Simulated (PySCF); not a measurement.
Vertical excitations of a molecule C2H9ClOSi2 from TDA-B3LYP/def2-SVPD run with PySCF 2.14.0, as energy in eV (oscillator strength): 6.23 (0.025), 6.62 (0.007), 6.77 (0.012), 6.79 (0.007), 6.96 (0.059), 7.11 (0.095). Lowest triplet (TDA): 5.65 eV. The structure is a stationary point at PBE0-D3(BJ)/def2-SVP. Other conformers were not sampled.

**Question.** Identify the compound among the candidates.
A) C[Si](C)(O)[SiH2]Cl
B) OCC[Si@H]([SiH3])Cl
C) C[Si@H](Cl)[Si@@H](C)O
D) [SiH3]O[SiH2]CCCl

**Answer.** B, OCC[Si@H]([SiH3])Cl
